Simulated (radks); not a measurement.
The numbers below are computed, except where a source is named.
Task: All-electron atom: Kr III in [Ar] 3d9 4s2 4p4 5s1 (not the ground configuration). Code: a radial shooting solver on a logarithmic mesh with Libxc functionals. Model: scalar-relativistic Kohn-Sham, B86b exchange with PBE correlation, spin-polarised, spherical densities, point nucleus; open shells are filled with parallel spins first. Some entries of the table are withheld. Estimate them.

orbital  occ.  eigenvalue (Ry)  <1/r> (bohr^-1)
1s up       1        -1044.523            36.77
1s down     1        -1044.505            36.77
2s up       1        -140.9011            8.164
2s down     1        -140.8071            8.167
2p up       3        -125.0095            7.983
2p down     3        -124.9309            7.986
3s up       1        -22.88922            2.728
3s down     1        -22.74385            2.724
3p up       3        -17.81700            2.580
3p down     3        -17.66980            2.576
3d up       5         -9.45278              (1)
3d down     4         -9.29503              (2)
4s up       1         -4.08426           0.9404
4s down     1         -3.89308           0.9404
4p up       3         -2.87401           0.8214
4p down     1         -2.68681           0.8172
5s up       1         -1.15017              (3)
5s down     0         -1.02624              (4)

Result: 
(1) 3d up <1/r> (bohr^-1): 2.325
(2) 3d down <1/r> (bohr^-1): 2.323
(3) 5s up <1/r> (bohr^-1): 0.3727
(4) 5s down <1/r> (bohr^-1): 0.3727
